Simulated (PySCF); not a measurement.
Name the molecule from its bond curve

A diatomic of charge 0 contains In. Its triplet curve at TPSSh in a triple-zeta basis (scalar-relativistic core potentials, PySCF), in eV from the separated fragments:

```
R (Å)  E (eV)
2.281  -1.391
2.387  -1.743
2.493  -1.939
2.572  -2.011
2.652  -2.035
2.732  -2.022
2.838  -1.962
2.970  -1.842
3.129  -1.659
3.341  -1.387
```

The fit gives ωe = 250 cm⁻¹ and the rotational constant Bₑ = 0.09764 cm⁻¹.

Q: Which atom is the partner?

A: The minimum lies at 2.660 Å, so the reduced mass is 16.8576 u Å² cm⁻¹/(Bₑ·Re²) = 24.40 u. With In at 114.90 u the partner weighs about 31.0 u: P. The molecule is InP.

Spin–orbit coupling is left out. The state was picked by a PBE0 search and need not be the measured ground state.
